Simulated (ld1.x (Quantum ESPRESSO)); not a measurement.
## PBEsol TM dataset for antimony (Sb), scalar-relativistic all-electron reference.

```
Element                 : Sb (Z = 51)
Generator               : ld1.x (Quantum ESPRESSO) 7.5
Type                    : norm-conserving Troullier–Martins (Kleinman–Bylander form)
Functional              : PBEsol
Relativity              : scalar-relativistic
Frozen core             : [Kr]
Valence charge          : 15
Reference configuration : 4d10 5s2 5p3
Partial waves           : 5p (bound): rc 1.65 bohr; 4d (bound): rc 1.45 bohr; 5s (bound): rc 2.00 bohr
Local potential         : the s channel
Core correction         : none
```

Poles of the logarithmic derivatives, all-electron (AE) and pseudo (PS). s: poles at 1.7 (AE) and 1.6 (PS) Ry. p: poles at 3.4 (AE) and 3.1 (PS) Ry. d: poles at -2.3 (AE) and -2.3 (PS) Ry. Test radius 2.20 bohr.

* Cutoffs needed: 90 Ry and 160 Ry (the cutoffs (Ry, on a coarse ladder) from which the occupation-weighted sum of valence levels, in a spherical-Bessel basis at the reference potential, stays within 10 and 1 mRy of its value at 400 Ry)
* Ghost test: ghost state, extra bound levels that the all-electron valence spectrum of the same l lacks: p at -248.7 eV; a true bound ghost makes a file unfit for plane-wave use (spherical-Bessel basis up to 400 Ry, 20 bohr box)
* Largest excitation error: -3.9 meV (all-electron minus pseudo) for 4d10 5s2 5p0, out of 7 test configurations
